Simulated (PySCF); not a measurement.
C2H2Cl, multiplicity 2. Atoms are numbered in the order given.

```xyz
5

C      0.2431    -1.6952     0.0000
C     -0.5178    -0.6453     0.0000
Cl     0.1159     0.9825     0.0000
H      1.2787    -1.9889     0.0000
H     -1.6008    -0.6713     0.0000
```
Charge 0, spin multiplicity 2.

The structure is a stationary point at PBE0-D3(BJ)/def2-TZVP. The isomer is the one that the SMILES or the coordinates give; other isomers of the formula were not compared.

Calculation: PySCF with PBE/def2-TZVPD.

Mulliken values depend strongly on the basis, most of all with diffuse functions as here. Atomic charges (e):

```json
[
 {"atom": "C1", "Mulliken": "-0.18", "meta-Löwdin": "-0.14", "Mulliken spin": "0.91"},
 {"atom": "C2", "Mulliken": "-0.11", "meta-Löwdin": "-0.14", "Mulliken spin": "-0.08"},
 {"atom": "Cl3", "Mulliken": "-0.20", "meta-Löwdin": "-0.04", "Mulliken spin": "0.11"},
 {"atom": "H4", "Mulliken": "0.23", "meta-Löwdin": "0.16", "Mulliken spin": "0.02"},
 {"atom": "H5", "Mulliken": "0.26", "meta-Löwdin": "0.15", "Mulliken spin": "0.03"}
]
```
